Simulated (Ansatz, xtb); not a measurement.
# Two isomers of C3H6BNOSi

Structure I: `Bc1cnc([SiH3])o1`, a singlet. Structure II: `Bc1ncoc1[SiH3]`, a singlet. Both are isolated molecules in the gas phase, relaxed with r2SCAN-D4/def2-SVP; the shapes shown needn't be the lowest conformers.

I (Å):

```xyz
13

C    -1.6517    1.1179   -1.1500
C    -1.7095    0.8592    0.2118
C     0.1117    1.8961   -0.1108
B    -2.5791    0.8168   -2.3128
N    -0.6081    1.3480    0.8474
O    -0.4523    1.7946   -1.3293
Si    1.8009    2.7205    0.0781
H    -2.2973    1.1583   -3.4329
H    -3.6042    0.2260   -2.0787
H    -2.5061    0.3417    0.7488
H     2.8633    1.6887   -0.0960
H     1.9380    3.7656   -0.9732
H     1.8734    3.3098    1.4407
```

II (Å):

```yaml
atoms:
  - { symbol: C, position_ang: [-1.3312, 2.0854, -0.2371] }
  - { symbol: C, position_ang: [-0.0044, 3.0639, 1.1205] }
  - { symbol: C, position_ang: [-0.0414, 1.6426, -0.5128] }
  - { symbol: B, position_ang: [-2.6104, 1.6550, -0.9598] }
  - { symbol: N, position_ang: [-1.2543, 3.0010, 0.8246] }
  - { symbol: O, position_ang: [0.8010, 2.2687, 0.3549] }
  - { symbol: Si, position_ang: [0.6738, 0.4338, -1.7687] }
  - { symbol: H, position_ang: [-2.5200, 0.8533, -1.8618] }
  - { symbol: H, position_ang: [-3.6846, 2.0987, -0.6452] }
  - { symbol: H, position_ang: [0.4958, 3.6556, 1.8873] }
  - { symbol: H, position_ang: [2.1464, 0.3836, -1.5535] }
  - { symbol: H, position_ang: [0.3725, 0.9053, -3.1495] }
  - { symbol: H, position_ang: [0.0785, -0.9164, -1.5633] }
```

Quicker runs give these differences E(II) − E(I): GFN2-xTB +12.9 kJ/mol; HF/STO-3G +15.0 kJ/mol (at GFN2-xTB geometries); r2SCAN-D4/def2-SVP//GFN2-xTB +16.4 kJ/mol.

Question: Estimate E(II) − E(I) at the level CCSD(T)/def2-SVP + ΔMP2/def2-TZVPP.

Answer: Calculated at CCSD(T)/def2-SVP + ΔMP2/def2-TZVPP: E(II) − E(I) = +10.2 kJ/mol, so structure I lies lower.

Level by level:

| level | geometry | E(II) − E(I) (kJ/mol) | departure from the last row (kJ/mol) | job, with rough time for the two |
| --- | --- | --- | --- | --- |
| GFN2-xTB | GFN2-xTB | +12.9 | +2.7 | optimisation, 0.14 s |
| HF/STO-3G | GFN2-xTB | +15.0 | +4.8 | single point, 0.4 s |
| r2SCAN-D4/def2-SVP//GFN2-xTB | GFN2-xTB | +16.4 | +6.2 | single point, 3.3 s |
| r2SCAN-D4/def2-SVP | r2SCAN-D4/def2-SVP | +15.2 | +5.0 | optimisation, 29 s |
| HF/def2-SVP | r2SCAN-D4/def2-SVP | +11.3 | +1.1 | part of the CCSD(T) run |
| MP2/def2-SVP | r2SCAN-D4/def2-SVP | +10.5 | +0.4 | part of the CCSD(T) run |
| CCSD(T)/def2-SVP | r2SCAN-D4/def2-SVP | +10.4 | +0.2 | single point |
| CCSD(T)/def2-SVP + ΔMP2/def2-TZVPP | r2SCAN-D4/def2-SVP | +10.2 |  | single point, 47 s |

As drawn, both hold the same kinds of bond in the same numbers.

None of the levels shown reverses the order. The largest departure from CCSD(T)/def2-SVP + ΔMP2/def2-TZVPP is that of r2SCAN-D4/def2-SVP//GFN2-xTB, 6.2 kJ/mol. The last row adds to CCSD(T) the change of the MP2 difference between the two basis sets, here −0.2 kJ/mol.

With thermal terms from frequencies at re-optimised GFN2-xTB minima (ideal gas, soft modes damped towards free rotors, one conformer each, 298.15 K, 1 atm): on the last row, ΔE + ΔZPE = +10.2, ΔH = +10.0, ΔG = +11.9 kJ/mol.

The correlated steps freeze 11 core orbitals. Run with Ansatz 0.2.0, xtb 6.7.1; the last row on 2 threads of Intel(R) Xeon(R) 6975P-C (Granite Rapids) on a shared host.
